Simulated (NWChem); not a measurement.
System: CH4O2Si; SMILES O1CO[SiH2]1

NWChem printed, in part:

```
             Northwest Computational Chemistry Package (NWChem) 7.3.0
             --------------------------------------------------------

 C2V symmetry detected

                             Geometry "geometry" -> ""
                             -------------------------

 Output coordinates in angstroms (scale by  1.889725989 to convert to a.u.)

  No.       Tag          Charge          X              Y              Z
 ---- ---------------- ---------- -------------- -------------- --------------
    1 C                    6.0000     0.00000000     0.00000000    -1.24060260
    2 O                    8.0000     0.00000000     1.10335700    -0.34349960
    3 Si                  14.0000     0.00000000     0.00000000     0.93644340
    4 O                    8.0000     0.00000000    -1.10335700    -0.34349960
    5 H                    1.0000    -0.90492300     0.00000000    -1.87591760
    6 H                    1.0000     0.90492300     0.00000000    -1.87591760
    7 H                    1.0000     1.21853200     0.00000000     1.79061840
    8 H                    1.0000    -1.21853200     0.00000000     1.79061840

 Effective nuclear repulsion energy (a.u.)     179.7137261245

      Symmetry information
      --------------------

 Group name             C2v
 Group number             16
 Group order               4
 No. of unique centers     5

                                Z-matrix (autoz)
                                --------

 Units are Angstrom for bonds and degrees for angles

      Type          Name      I     J     K     L     M      Value
      ----------- --------  ----- ----- ----- ----- ----- ----------
    1 Stretch                  1     2                       1.42204
    2 Stretch                  1     3                       2.17705
    3 Stretch                  1     4                       1.42204
    4 Stretch                  1     5                       1.10567
    5 Stretch                  1     6                       1.10567
    6 Stretch                  2     3                       1.68987
    7 Stretch                  3     4                       1.68987
    8 Stretch                  3     7                       1.48810
    9 Stretch                  3     8                       1.48810
   10 Bend                     1     2     3                88.35089
   11 Bend                     1     3     2                40.76252
   12 Bend                     1     3     4                40.76252
   13 Bend                     1     3     7               125.02995
   14 Bend                     1     3     8               125.02995
   15 Bend                     1     4     3                88.35089
   16 Bend                     2     1     3                50.88658
   17 Bend                     2     1     4               101.77317
   18 Bend                     2     1     5               111.25309
   19 Bend                     2     1     6               111.25309
   20 Bend                     2     3     4                81.52505
   21 Bend                     2     3     7               115.77027
   22 Bend                     2     3     8               115.77027
   23 Bend                     3     1     4                50.88658
   24 Bend                     3     1     5               125.07136
   25 Bend                     3     1     6               125.07136
   26 Bend                     4     1     5               111.25309
   27 Bend                     4     1     6               111.25309
   28 Bend                     4     3     7               115.77027
   29 Bend                     4     3     8               115.77027
   30 Bend                     5     1     6               109.85728
   31 Bend                     7     3     8               109.94009
   32 Torsion                  1     2     3     4           0.00000
   33 Torsion                  1     2     3     7         114.59320
   34 Torsion                  1     2     3     8        -114.59320
   35 Torsion                  1     4     3     2           0.00000
   36 Torsion                  1     4     3     7        -114.59320
   37 Torsion                  1     4     3     8         114.59320
   38 Torsion                  2     1     3     4         180.00000
   39 Torsion                  2     1     3     7         -90.00000
   40 Torsion                  2     1     3     8          90.00000
   41 Torsion                  2     1     4     3          -0.00000
   42 Torsion                  2     3     1     4         180.00000
   43 Torsion                  2     3     1     5         -90.00000
   44 Torsion                  2     3     1     6          90.00000
   45 Torsion                  3     2     1     4           0.00000
   46 Torsion                  3     2     1     5         118.57852
   47 Torsion                  3     2     1     6        -118.57852
   48 Torsion                  3     4     1     5        -118.57852
   49 Torsion                  3     4     1     6         118.57852
   50 Torsion                  4     1     3     7          90.00000
   51 Torsion                  4     1     3     8         -90.00000
   52 Torsion                  4     3     1     5          90.00000
   53 Torsion                  4     3     1     6         -90.00000
   54 Torsion                  5     1     3     7         180.00000
   55 Torsion                  5     1     3     8           0.00000
   56 Torsion                  6     1     3     7           0.00000
   57 Torsion                  6     1     3     8         180.00000

  xc_inp: hfexch multiplicative factor not found.

                           NWChem Geometry Optimization
                           ----------------------------

 maximum gradient threshold         (gmax) =   0.000450
 rms gradient threshold             (grms) =   0.000300
 maximum cartesian step threshold   (xmax) =   0.001800
 rms cartesian step threshold       (xrms) =   0.001200
 fixed trust radius                (trust) =   0.300000
 source of zmatrix                         =   autoz

          -------------------
          Energy Minimization
          -------------------

 Using diagonal initial Hessian
 Scaling for Hessian diagonals: bonds = 1.00  angles = 0.25  torsions = 0.10

          --------
          Step   0

                                 NWChem DFT Module
                                 -----------------

 Summary of "ao basis" -> "ao basis" (spherical)
 ------------------------------------------------------------------------------
       Tag                 Description            Shells   Functions and Types
 ---------------- ------------------------------  ------  ---------------------
 C                           6-31g*                  6       14   3s2p1d
 O                           6-31g*                  6       14   3s2p1d
 Si                          6-31g*                  8       18   4s3p1d
 H                           6-31g*                  2        2   2s

      Symmetry analysis of basis
      --------------------------

        a1         30
        a2          6
        b1         15
        b2         17

            General Information
            -------------------
          SCF calculation type: DFT
          Wavefunction type:  closed shell.
          No. of atoms     :     8
          No. of electrons :    40
           Alpha electrons :    20
            Beta electrons :    20
          Charge           :     0
          Spin multiplicity:     1
          Use of symmetry is: on ; symmetry adaption is: on
          Maximum number of iterations: 150
          AO basis - number of functions:    68
                     number of shells:    34
          Convergence on energy requested:  1.00D-06
          Convergence on density requested:  1.00D-05
          Convergence on gradient requested:  5.00D-04

              XC Information
              --------------
                     Hartree-Fock (Exact) Exchange  1.000

      Superposition of Atomic Density Guess
      -------------------------------------

 Sum of atomic energies:        -477.97919629

      Non-variational initial energy
      ------------------------------

 Total energy =    -479.697295
 1-e energy   =   -1016.671483
 2-e energy   =     357.260462
 HOMO         =      -0.324357
 LUMO         =       0.020913

      Symmetry analysis of molecular orbitals - initial
      -------------------------------------------------

  Numbering of irreducible representations:

     1 a1          2 a2          3 b1          4 b2

  Orbital symmetries:

     1 a1          2 a1          3 b2          4 a1          5 a1
     6 a1          7 b1          8 b2          9 a1         10 b2
    11 a1         12 a1         13 b1         14 b2         15 a1
    16 a1         17 a2         18 b2         19 b1         20 b1
    21 b2         22 a1         23 a1         24 b1         25 a1
    26 b2         27 a1         28 b1         29 a1         30 b1

   convergence    iter        energy       DeltaE   RMS-Dens  Diis-err
 ---------------- ----- ----------------- --------- --------- ---------
 d= 0,ls=0.0,diis     1   -478.7694080133 -6.58D+02  1.00D-02  8.41D-01
 d= 0,ls=0.0,diis     2   -478.8428342654 -7.34D-02  3.73D-03  2.75D-01
 d= 0,ls=0.0,diis     3   -478.8684601796 -2.56D-02  9.47D-04  4.46D-03
 d= 0,ls=0.0,diis     4   -478.8692371921 -7.77D-04  1.93D-04  1.61D-04
 d= 0,ls=0.0,diis     5   -478.8692661032 -2.89D-05  5.85D-05  1.04D-05
  Resetting Diis
 d= 0,ls=0.0,diis     6   -478.8692683993 -2.30D-06  1.73D-05  9.24D-07
 d= 0,ls=0.0,diis     7   -478.8692686207 -2.21D-07  4.27D-06  7.58D-08

         Total DFT energy =     -478.869268620714
      One electron energy =    -1018.825658412624
           Coulomb energy =      403.827244588453
    Exchange-Corr. energy =      -43.584580921047
 Nuclear repulsion energy =      179.713726124505

 Numeric. integr. density =        0.000000000000

                  Occupations of the irreducible representations
                  ----------------------------------------------

                     irrep           alpha         beta
                     --------     --------     --------
                     a1               10.0         10.0
                     a2                1.0          1.0
                     b1                4.0          4.0
                     b2                5.0          5.0

                       DFT Final Molecular Orbital Analysis
                       ------------------------------------

 Vector   18  Occ=2.000000D+00  E=-5.024629D-01  Symmetry=a2
              MO Center= -1.3D-14, -1.3D-14, -3.3D-01, r^2= 1.8D+00
   Bfn.  Coefficient  Atom+Function         Bfn.  Coefficient  Atom+Function
  ----- ------------  ---------------      ----- ------------  ---------------
    17      0.447889  2 O  px                49     -0.447889  4 O  px
    21      0.367591  2 O  px                53     -0.367591  4 O  px
    42      0.053456  3 Si d -2              10      0.026241  1 C  d -2

 Vector   19  Occ=2.000000D+00  E=-4.937107D-01  Symmetry=b2
              MO Center=  1.2D-14, -4.2D-15, -3.7D-01, r^2= 2.1D+00
   Bfn.  Coefficient  Atom+Function         Bfn.  Coefficient  Atom+Function
  ----- ------------  ---------------      ----- ------------  ---------------
    18      0.436178  2 O  py                50      0.436178  4 O  py
    22      0.338638  2 O  py                54      0.338638  4 O  py
     4     -0.151800  1 C  py                36     -0.143251  3 Si py
    19     -0.103833  2 O  pz                51      0.103833  4 O  pz
    32      0.066660  3 Si py                43      0.066208  3 Si d -1

[...]

      ----------------------
      Optimization converged
      ----------------------

  Step       Energy      Delta E   Gmax     Grms     Xrms     Xmax
  ---- ---------------- -------- -------- -------- -------- --------
@    4    -478.87150315 -6.0D-07  0.00009  0.00002  0.00023  0.00062
                                     ok       ok       ok       ok

                                Z-matrix (autoz)
                                --------

 Units are Angstrom for bonds and degrees for angles

[...]

 Rotational Constants
 --------------------
 A=   0.397824 cm-1  (  0.572367 K)
 B=   0.264747 cm-1  (  0.380903 K)
 C=   0.173727 cm-1  (  0.249949 K)

 Temperature                      =   298.15K
 frequency scaling parameter      =   1.0000

 Zero-Point correction to Energy  =   36.859 kcal/mol  (  0.058739 au)
 Thermal correction to Energy     =   39.310 kcal/mol  (  0.062645 au)
 Thermal correction to Enthalpy   =   39.902 kcal/mol  (  0.063589 au)

 Total Entropy                    =   64.745 cal/mol-K
   - Translational                =   38.882 cal/mol-K (mol. weight =  75.9980)
   - Rotational                   =   22.605 cal/mol-K (symmetry #  =        2)
   - Vibrational                  =    3.257 cal/mol-K

 Cv (constant volume heat capacity) =   12.849 cal/mol-K
   - Translational                  =    2.979 cal/mol-K
   - Rotational                     =    2.979 cal/mol-K
   - Vibrational                    =    6.891 cal/mol-K

[normal modes left out]

 ----------------------------------------------------------------------------
 Normal Eigenvalue ||           Projected Infra Red Intensities
  Mode   [cm**-1]  || [atomic units] [(debye/angs)**2] [(KM/mol)] [arbitrary]
 ------ ---------- || -------------- ----------------- ---------- -----------
    1       -0.000 ||    0.000134           0.003         0.131       0.017
    2       -0.000 ||    0.000009           0.000         0.008       0.001
    3        0.000 ||    0.000082           0.002         0.080       0.010
    4        0.000 ||    0.000054           0.001         0.052       0.007
    5        0.000 ||    0.000065           0.002         0.064       0.008
    6        0.000 ||    0.000001           0.000         0.001       0.000
    7      260.795 ||    0.013055           0.301        12.727       1.662
    8      615.332 ||    0.000000           0.000         0.000       0.000
    9      709.058 ||    0.062823           1.449        61.243       7.998
   10      782.576 ||    0.155326           3.583       151.419      19.774
   11      812.525 ||    0.036392           0.840        35.477       4.633
   12      890.912 ||    0.025240           0.582        24.606       3.213
   13     1017.323 ||    0.063288           1.460        61.696       8.057
   14     1127.690 ||    0.386927           8.927       377.195      49.260
   15     1129.128 ||    0.346466           7.993       337.752      44.108
   16     1180.957 ||    0.116944           2.698       114.003      14.888
   17     1262.627 ||    0.019643           0.453        19.149       2.501
   18     1287.795 ||    0.000000           0.000         0.000       0.000
   19     1539.185 ||    0.045492           1.050        44.348       5.792
   20     1718.819 ||    0.014382           0.332        14.020       1.831
   21     2430.382 ||    0.267701           6.176       260.969      34.081
   22     2440.760 ||    0.169981           3.922       165.706      21.640
   23     3263.908 ||    0.096545           2.227        94.117      12.291
   24     3326.093 ||    0.064617           1.491        62.991       8.226
 ----------------------------------------------------------------------------
```

Level: Hartree-Fock/6-31G* (spherical d). 

**Question.** Which NWChem input produces such a log?

**Answer.** One answer among several that fit: the input that was run:
```
start job
memory heap 200 mb stack 900 mb global 1100 mb
geometry units angstroms
  C      0.000000     0.000000    -1.259975
  O      0.000000     1.103357    -0.362872
  Si     0.000000     0.000000     0.917071
  O      0.000000    -1.103357    -0.362872
  H     -0.904923     0.000000    -1.895290
  H      0.904923     0.000000    -1.895290
  H      1.218532     0.000000     1.771246
  H     -1.218532     0.000000     1.771246
end
basis spherical
  C library 6-31g*
  O library 6-31g*
  Si library 6-31g*
  H library 6-31g*
end
dft
  xc hfexch
  iterations 150
end
driver
  maxiter 120
end
task dft optimize
task dft freq
```
